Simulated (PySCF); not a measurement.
Electron correlation in Ni²³⁺ (nickel, charge +23)

Starting occupation: [He] 2s2 2p1, 2p3/2 with m_j = +3/2. Calculation: PySCF 2.14, in an uncontracted even-tempered set (17 s from 6.6 bohr⁻², ratio 2.4; 11 p from 8.6 bohr⁻², ratio 2.4; 5 d from 29 bohr⁻², ratio 2.6; 4 f from 44 bohr⁻², ratio 2.6); X2C-1e with screened-nucleus spin-orbit coupling, Gaussian nucleus. Frozen: nothing; 5 electrons correlated; the 28 highest virtual spinors left out.

MP2 pair energies summed by pair of shells (mhartree):

| pair | energy | share (%) |
| --- | --- | --- |
| 2s1/2-2s1/2 | -109.99 | 51.5 |
| 1s1/2-1s1/2 | -42.52 | 19.9 |
| 2p3/2-2s1/2 | -37.68 | 17.6 |
| 1s1/2-2s1/2 | -14.30 | 6.7 |
| 1s1/2-2p3/2 | -9.19 | 4.3 |

Total MP2 correlation energy: -213.68 mhartree.
